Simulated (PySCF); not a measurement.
UHF on Ca⁻ (calcium, charge -1), [Ar] 3d1 4s2, 2D determinant. Calculation: PySCF 2.14, in def2-TZVPPD; no relativity, point nucleus.

```
cycle= 1 E= -676.645664289908  delta_E= -0.000668  |g|= 0.0065  |ddm|= 0.0501
cycle= 2 E= -676.645822968684  delta_E= -0.000159  |g|= 0.00343  |ddm|= 0.0255
cycle= 3 E= -676.645904299201  delta_E= -8.13e-05  |g|= 0.0016  |ddm|= 0.0247
cycle= 4 E= -676.645925828495  delta_E= -2.15e-05  |g|= 0.000405  |ddm|= 0.0181
cycle= 5 E= -676.645926772204  delta_E= -9.44e-07  |g|= 0.000111  |ddm|= 0.00438
cycle= 6 E= -676.645926833058  delta_E= -6.09e-08  |g|= 4.18e-05  |ddm|= 0.00144
cycle= 7 E= -676.645926842869  delta_E= -9.81e-09  |g|= 2.03e-05  |ddm|= 0.000635
cycle= 8 E= -676.645926844744  delta_E= -1.88e-09  |g|= 5.33e-06  |ddm|= 0.000319
cycle= 9 E= -676.645926844881  delta_E= -1.38e-10  |g|= 4.76e-07  |ddm|= 6.23e-05
converged SCF energy = -676.645926844881  <S^2> = 0.76428727  2S+1 = 2.0142366
```

Highest occupied orbital energy: 1.807 eV; ⟨L²⟩ = 6.04; populations by l: s 7.99, p 12.00, d 1.01.

(1) Can this result be used?

## Answers

(1) With care. The run converged. The configuration of this anion was assumed by filling the next shell in order. It is not the known or likely ground configuration (Ca⁻, Sr⁻ and Ba⁻, for instance, bind a p electron), so these values are not the electron affinity of the element. At UHF the highest occupied level has a positive energy, so only the finite basis holds that electron.
